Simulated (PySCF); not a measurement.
C2H7NSi2, SMILES [SiH2]([SiH3])CC#N.

The structure is a stationary point at B3LYP-D3(BJ)/def2-SVP. The structure was generated by enumeration, and PubChem lists no compound with its InChIKey, so it may never have been made. Other conformers were not sampled.

Method: ωB97X/def2-TZVP (PySCF).

Isolated molecule, no solvent.

Computed frontier levels, gap, dipole moment and polarisability:
| Item | Result |
|---|---|
| highest occupied level | -10.84 eV |
| lowest empty level | 1.56 eV |
| orbital gap | 12.39 eV |
| dipole moment | 3.88 D |
| quadrupole, principal values (traceless, Buckingham form, about the centre of nuclear charge) | -15.02, 4.72, 10.31 D·Å |
| mean static polarisability | 82.0 bohr³ (12.15 Å³) |
| polarisability, principal values | 69.6, 86.7, 89.8 bohr³ |
